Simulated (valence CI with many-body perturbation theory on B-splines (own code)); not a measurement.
# E1 transitions of Re⁶¹⁺

Computed by configuration interaction combined with many-body perturbation theory (CI+MBPT): four valence electrons over a frozen Dirac-Fock core [Ne], radial functions for each j: 11 s, 11 p, 9 d, 7 f, 5 g, 2 h, 1 i, with the one-electron correlation potential Σ1 (screened to all orders), the two-electron term Σ2, the three-electron term Σ3, Breit, model QED; selected single and double excitations, second order for the rest (own B-spline code, finite nucleus).

No measured spectrum was set against this ion. As an estimate, large intervals hold to a few tenths of a per cent, small ones and those within an open d or f shell to about a per cent.

Lines 51 to 100 of 244 in falling wavelength, among levels below 1336.7 eV, chosen from the strongest by gf and those to the six lowest levels. Wavelengths and rates use the calculated energies. Electric multipoles are in the length gauge, E1 and E2 with the static RPA response of the core. Weak lines are less certain than strong ones. Lines between different terms over intervals too small for the method are left out, as are lines whose strength nearly cancels. The highest levels of a list are the least certain.

Levels are named by their leading jj configuration (3d3/2^4 stands for four electrons in 3d with j = 3/2), which in mixed levels can hold well under half, so a name can repeat and another be missing. Letters in brackets count levels of one name in rising energy.

| λ vac (nm) | Upper | Lower | A (s⁻¹) | S (a.u.) with core polarisation | S without |
| --- | --- | --- | --- | --- | --- |
| 6.186 | (3s 3p1/2^2 3p3/2) J=1 | (3s^2 3p1/2 3p3/2) J=1 | 1.53e+10 | 5.36e-03 | 5.44e-03 |
| 6.166 | (3s 3p1/2 3p3/2 3d3/2) J=2 [e] | (3s^2 3p3/2 3d3/2) J=3 | 3.59e+10 | 2.08e-02 | 2.11e-02 |
| 6.166 | (3s 3p1/2 3p3/2 3d5/2) J=4 [c] | (3s^2 3p3/2 3d5/2) J=4 | 2.05e+10 | 2.13e-02 | 2.16e-02 |
| 6.071 | (3s 3p1/2 3p3/2^2) J=1 [b] | (3s^2 3p3/2^2) J=2 | 1.91e+10 | 6.33e-03 | 6.43e-03 |
| 6.011 | (3p1/2^2 3p3/2 3d3/2) J=2 | (3s 3p1/2 3p3/2 3d3/2) J=3 [a] | 4.83e+10 | 2.59e-02 | 2.63e-02 |
| 5.975 | (3s 3p1/2 3p3/2 3d5/2) J=3 [d] | (3s^2 3p3/2 3d5/2) J=2 | 6.72e+09 | 4.95e-03 | 5.02e-03 |
| 5.971 | (3s 3p1/2 3p3/2 3d3/2) J=2 [a] | (3s 3p1/2 3p3/2^2) J=2 [a] | 1.61e+10 | 8.45e-03 | 8.57e-03 |
| 5.965 | (3s 3p1/2^2 3d3/2) J=2 | (3s 3p1/2^2 3p3/2) J=1 | 7.44e+09 | 3.89e-03 | 3.95e-03 |
| 5.947 | (3s^2 3p3/2^2) J=0 | (3s 3p1/2^2 3p3/2) J=1 | 5.15e+08 | 5.35e-05 | 5.43e-05 |
| 5.930 | (3s 3p1/2 3p3/2 3d3/2) J=2 [b] | (3s 3p1/2 3p3/2^2) J=3 | 6.69e+10 | 3.44e-02 | 3.50e-02 |
| 5.925 | (3s 3p1/2 3p3/2 3d3/2) J=2 [c] | (3s 3p1/2 3p3/2^2) J=2 [b] | 2.16e+10 | 1.11e-02 | 1.12e-02 |
| 5.852 | (3p1/2^2 3p3/2 3d3/2) J=2 | (3s 3p1/2 3p3/2 3d3/2) J=1 [a] | 1.20e+10 | 5.95e-03 | 6.04e-03 |
| 5.780 | (3s^2 3p1/2 3d3/2) J=2 | (3s^2 3p1/2 3p3/2) J=2 | 1.03e+10 | 4.91e-03 | 4.97e-03 |
| 5.750 | (3s^2 3p3/2^2) J=2 | (3s 3p1/2^2 3p3/2) J=2 | 8.24e+07 | 3.86e-05 | 3.92e-05 |
| 5.589 | (3p1/2^2 3p3/2 3d3/2) J=2 | (3s 3p1/2 3p3/2 3d3/2) J=2 [a] | 1.32e+10 | 5.69e-03 | 5.77e-03 |
| 5.536 | (3s^2 3p1/2 3d3/2) J=2 | (3s^2 3p1/2 3p3/2) J=1 | 3.28e+08 | 1.37e-04 | 1.39e-04 |
| 5.432 | (3s 3p1/2^2 3d3/2) J=1 | (3s 3p1/2^2 3p3/2) J=2 | 5.82e+09 | 1.38e-03 | 1.40e-03 |
| 5.257 | (3s 3p1/2^2 3d3/2) J=2 | (3s 3p1/2^2 3p3/2) J=2 | 1.40e+10 | 5.01e-03 | 5.07e-03 |
| 4.781 | (3s^2 3p1/2 3d3/2) J=1 | (3s^2 3p1/2 3p3/2) J=2 | 5.61e+09 | 9.08e-04 | 9.24e-04 |
| 4.613 | (3s^2 3p1/2 3d3/2) J=1 | (3s^2 3p1/2 3p3/2) J=1 | 2.85e+09 | 4.14e-04 | 4.19e-04 |
| 4.458 | (3s 3p1/2^2 3d5/2) J=3 | (3s^2 3p1/2 3d3/2) J=2 | 5.30e+08 | 1.62e-04 | 1.64e-04 |
| 4.329 | (3s 3p1/2 3p3/2 3d5/2) J=1 [a] | (3s 3p1/2 3p3/2^2) J=1 [b] | 3.26e+10 | 3.92e-03 | 3.96e-03 |
| 4.242 | (3s 3p1/2^2 3d5/2) J=2 | (3s^2 3p1/2 3d3/2) J=2 | 6.25e+08 | 1.18e-04 | 1.20e-04 |
| 4.164 | (3s^2 3d3/2^2) J=2 | (3s 3p1/2 3p3/2^2) J=2 [b] | 1.96e+10 | 3.49e-03 | 3.54e-03 |
| 4.043 | (3s 3p1/2 3p3/2 3d5/2) J=1 [b] | (3s 3p1/2 3p3/2^2) J=1 [b] | 5.10e+10 | 5.00e-03 | 5.06e-03 |
| 4.026 | (3s 3p1/2 3p3/2 3d5/2) J=2 [b] | (3s 3p1/2 3p3/2^2) J=2 [b] | 5.28e+10 | 8.51e-03 | 8.62e-03 |
| 3.963 | (3s 3p1/2 3p3/2 3d5/2) J=3 [c] | (3s 3p1/2 3p3/2^2) J=2 [b] | 1.85e+10 | 3.97e-03 | 4.02e-03 |
| 3.959 | (3s 3p1/2 3p3/2 3d5/2) J=1 [a] | (3s 3p1/2 3p3/2^2) J=0 | 6.93e+10 | 6.36e-03 | 6.44e-03 |
| 3.953 | (3s 3p1/2 3p3/2 3d5/2) J=3 [a] | (3s 3p1/2 3p3/2^2) J=3 | 1.62e+10 | 3.47e-03 | 3.51e-03 |
| 3.926 | (3s 3p1/2^2 3d5/2) J=2 | (3s 3p1/2^2 3p3/2) J=1 | 1.87e+11 | 2.79e-02 | 2.82e-02 |
| 3.909 | (3s^2 3p3/2 3d5/2) J=2 | (3s^2 3p3/2^2) J=2 | 1.85e+11 | 2.73e-02 | 2.77e-02 |
| 3.893 | (3s 3p1/2 3p3/2 3d5/2) J=1 [b] | (3s 3p1/2 3p3/2^2) J=2 [b] | 4.29e+10 | 3.75e-03 | 3.80e-03 |
| 3.887 | (3s 3p1/2 3p3/2 3d5/2) J=1 [c] | (3s 3p1/2 3p3/2^2) J=1 [b] | 6.47e+10 | 5.63e-03 | 5.70e-03 |
| 3.881 | (3s^2 3d3/2 3d5/2) J=3 | (3s^2 3p3/2 3d3/2) J=2 | 2.41e+11 | 4.87e-02 | 4.93e-02 |
| 3.864 | (3s^2 3p1/2 3d5/2) J=2 | (3s^2 3p1/2 3p3/2) J=2 | 4.56e+10 | 6.49e-03 | 6.58e-03 |
| 3.849 | (3s^2 3p1/2 3d5/2) J=3 | (3s^2 3p1/2 3p3/2) J=2 | 2.34e+11 | 4.61e-02 | 4.67e-02 |
| 3.844 | (3s 3p1/2 3p3/2 3d5/2) J=2 [a] | (3s 3p1/2 3p3/2^2) J=2 [a] | 1.89e+11 | 2.65e-02 | 2.68e-02 |
| 3.830 | (3s 3p1/2 3p3/2 3d5/2) J=0 | (3s 3p1/2 3p3/2^2) J=1 [b] | 3.63e+11 | 1.01e-02 | 1.02e-02 |
| 3.826 | (3s^2 3d3/2 3d5/2) J=3 | (3s^2 3p3/2 3d3/2) J=3 | 4.65e+10 | 8.99e-03 | 9.10e-03 |
| 3.823 | (3s 3p1/2 3p3/2 3d5/2) J=3 [b] | (3s 3p1/2 3p3/2^2) J=3 | 1.96e+11 | 3.79e-02 | 3.84e-02 |
| 3.822 | (3s^2 3d3/2^2) J=2 | (3s 3p1/2 3p3/2^2) J=3 | 3.33e+10 | 4.58e-03 | 4.65e-03 |
| 3.784 | (3s 3p1/2 3p3/2 3d5/2) J=4 [b] | (3s 3p1/2 3p3/2^2) J=3 | 2.03e+11 | 4.89e-02 | 4.95e-02 |
| 3.764 | (3s 3p1/2 3p3/2 3d5/2) J=2 [d] | (3s 3p1/2 3p3/2^2) J=1 [b] | 3.85e+11 | 5.07e-02 | 5.14e-02 |
| 3.762 | (3s 3p1/2^2 3d5/2) J=3 | (3s 3p1/2^2 3p3/2) J=2 | 2.21e+11 | 4.06e-02 | 4.10e-02 |
| 3.758 | (3s^2 3p3/2 3d5/2) J=1 | (3s^2 3p3/2^2) J=0 | 3.55e+11 | 2.79e-02 | 2.82e-02 |
| 3.753 | (3s^2 3p1/2 3d5/2) J=2 | (3s^2 3p1/2 3p3/2) J=1 | 3.12e+11 | 4.06e-02 | 4.12e-02 |
| 3.750 | (3s 3p1/2 3p3/2 3d5/2) J=1 [c] | (3s 3p1/2 3p3/2^2) J=1 [a] | 2.91e+11 | 2.27e-02 | 2.30e-02 |
| 3.731 | (3s 3p1/2 3p3/2 3d5/2) J=3 [d] | (3s 3p1/2 3p3/2^2) J=2 [b] | 4.16e+11 | 7.46e-02 | 7.55e-02 |
| 3.728 | (3s 3p1/2 3p3/2 3d5/2) J=3 [a] | (3s 3p1/2 3p3/2^2) J=2 [a] | 3.35e+11 | 5.99e-02 | 6.07e-02 |
| 3.722 | (3s 3p1/2 3p3/2 3d5/2) J=2 [c] | (3s 3p1/2 3p3/2^2) J=1 [a] | 3.31e+11 | 4.21e-02 | 4.26e-02 |
